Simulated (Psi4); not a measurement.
IRb, charge +1, doublet, geometry from GFN2-xTB (such geometries of metal compounds can be far from the true shape) (a state made from the parent by changing its charge; the spin is typed, not shown lowest) (all electrons, no relativity). Base run: B3LYP/STO-3G (Psi4 1.11).

Geometry (Å):
```xyz
2

Rb     0.0000     0.0000    -2.2161
I      0.0000     0.0000     1.5471
```
Charge +1, spin multiplicity 2.
Orbitals are unrestricted.
All else is at Psi4's defaults, with exact integrals.
Base energy -9761.84173 Eh.

Each row names what was changed in the base input (with any setting that the change needs).

```json
[
 {"change": "base", "ΔE vs base (mEh)": "0.000", "SCF cycles": "5", "grid points": "36310", "basis functions": "49", "outcome": "converged"},
 {"change": "d_convergence = 1e-8", "ΔE vs base (mEh)": "0.000", "SCF cycles": "6", "grid points": "36310", "basis functions": "49", "outcome": "converged"},
 {"change": "damping_percentage = 50", "ΔE vs base (mEh)": "-0.009", "SCF cycles": "19", "grid points": "36310", "basis functions": "49", "outcome": "converged"},
 {"change": "dft_radial_scheme = becke", "ΔE vs base (mEh)": "0.253", "SCF cycles": "5", "grid points": "33197", "basis functions": "49", "outcome": "converged"},
 {"change": "diis_max_vecs = 15", "ΔE vs base (mEh)": "0.000", "SCF cycles": "5", "grid points": "36310", "basis functions": "49", "outcome": "converged"},
 {"change": "puream = true", "ΔE vs base (mEh)": "0.000", "SCF cycles": "5", "grid points": "36310", "basis functions": "49", "outcome": "converged"},
 {"change": "guess = gwh", "ΔE vs base (mEh)": "0.000", "SCF cycles": "8", "grid points": "36310", "basis functions": "49", "outcome": "converged"},
 {"change": "scf_type = direct", "ΔE vs base (mEh)": "0.000", "SCF cycles": "10", "grid points": "36310", "basis functions": "49", "outcome": "converged"},
 {"change": "scf_type = out_of_core", "ΔE vs base (mEh)": "0.000", "SCF cycles": "5", "grid points": "36310", "basis functions": "49", "outcome": "converged"},
 {"change": "basis_guess = true", "ΔE vs base (mEh)": "0.000", "SCF cycles": "4", "grid points": "36310", "basis functions": "49", "outcome": "converged"},
 {"change": "d_convergence = 1e-4", "ΔE vs base (mEh)": "0.000", "SCF cycles": "5", "grid points": "36310", "basis functions": "49", "outcome": "converged"},
 {"change": "dft_radial_points = 99", "ΔE vs base (mEh)": "0.360", "SCF cycles": "5", "grid points": "47372", "basis functions": "49", "outcome": "converged"},
 {"change": "guess = core", "ΔE vs base (mEh)": "13.835", "SCF cycles": "6", "grid points": "36310", "basis functions": "49", "outcome": "another SCF solution"}
]
```

A guess, shift, damping, solver or small numerical setting can't move a converged solution much, so rows marked as another SCF solution ended in a different state.

Open shells are given as the SCF converged; they aren't shown to be the lowest states, and a large step between rows can be another state.
